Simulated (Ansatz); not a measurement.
`FC(I)CI` at its PBE0-D4/def2-TZVP geometry, where that method's forces vanish. The species carries charge 0 and has multiplicity 1. I takes the def2 core potential.

```xyz
8

F    -0.1313    1.5174    0.8712
C     0.0386    0.7093   -0.1995
I     2.0036    1.0839   -1.0457
C    -0.0373   -0.7334    0.1789
I    -2.0123   -1.2322    0.8634
H    -0.6612    0.9966   -0.9829
H     0.1556   -1.3724   -0.6778
H     0.6442   -0.9692    0.9924
```

Task: What forces (eV/Å) does B3LYP-D4/def2-TZVPP give on these atoms in Ansatz 0.2.0? (Estimate.)

Result: Computed: 
```
F1  -0.070  0.263  0.336
C2  -0.213 -0.158 -0.336
I3   0.331  0.095 -0.152
C4   0.304 -0.123 -0.073
I5  -0.349 -0.116  0.127
H6   0.053 -0.026  0.086
H7  -0.008  0.052  0.090
H8  -0.048  0.012 -0.079
```

B3LYP here is the variant with VWN-RPA as its local correlation; programs differ in this.
